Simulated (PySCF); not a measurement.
**Running PySCF for SiBi⁻**

Input:

```python
from pyscf import gto, scf, mp

mol = gto.M(
    atom='Si 0 0 0; Bi 0 0 2.675',
    basis='def2-svp',
    ecp={'Bi': 'def2-svp'},
    charge=-1,
    spin=0,
    symmetry=True,
    verbose=3,
)
mf = scf.RHF(mol)
mf.kernel()
mp.MP2(mf, frozen=9).kernel()
mf.dip_moment()
print('orbital energies (hartree):', mf.mo_energy[..., max(0, mol.nelec[1]-3):mol.nelec[0]+3].round(4))
```

```bash
$ OMP_NUM_THREADS=1 python input.py
```

It prints:

```
converged SCF energy = -502.367770636028
E(RMP2) = -502.594015777746  E_corr = -0.22624514171804
E(SCS-RMP2) = -502.582327490791  E_corr = -0.214556854762324

WARN: System has nonzero charge -1; the dipole moment is origin-dependent.
Location of origin: [0. 0. 0.]

Dipole moment(X, Y, Z, Debye):  0.00000,  0.00000, -7.90315
orbital energies (hartree): [-0.093  -0.0513 -0.0513  0.2014  0.2014  0.3001]
```

In short: E(SCF) = -502.367771 Eh, E(MP2) − E(SCF) = -0.22625 Eh.

Hardware: Arm Neoverse N1, 1 thread, shared host. Wall time 1.3 s, peak memory 0.14 GiB.

The basis has no diffuse functions, which an anion needs. Stability towards an unrestricted solution was not tested. The bond length is a typed value, not an optimised one. The dipole of an ion depends on the origin.
